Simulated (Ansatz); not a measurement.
**Active spaces for CH3Br, singlet**

Program: Ansatz, Gaussian basis, development build. Basis def2-SVP, nonrelativistic, 15 orbitals frozen in the corrections. State-specific CASSCF; RHF is the lowest restricted (open-shell) Hartree–Fock solution met. Letters tell apart solutions met in one space. A minimal or small basis: far from the basis limit. Solutions may break the symmetry of the shape. Lower solutions, or ones in other orbitals, may exist.

Geometry:

| atom | x (Å) | y (Å) | z (Å) |
| --- | --- | --- | --- |
| C | 0.0000 | 0.0000 | -1.6321 |
| Br | 0.0000 | 0.0000 | 0.4518 |
| H | 0.0000 | -1.1226 | -2.0066 |
| H | -0.9722 | 0.5613 | -2.0066 |
| H | 0.9722 | 0.5613 | -2.0066 |

CASSCF less RHF, in eV, and natural occupations:

```json
{"CAS": "(2,2) a", "CASSCF": "-0.585", "occupations": "1.95, 0.05"}
{"CAS": "(2,2) b", "CASSCF": "-0.186", "occupations": "1.99, 0.01"}
```

Question: What totals less RHF do the corrections give on each solution?

Answer: 

```
    CAS  SC-NEVPT2
(2,2) a     -7.495
(2,2) b     -7.361
```

Question: In CAS(2,2), is the solution lowest in CASSCF also lowest after SC-NEVPT2?

Answer: Yes: (2,2) a stays lowest, 0.13 eV under the next.
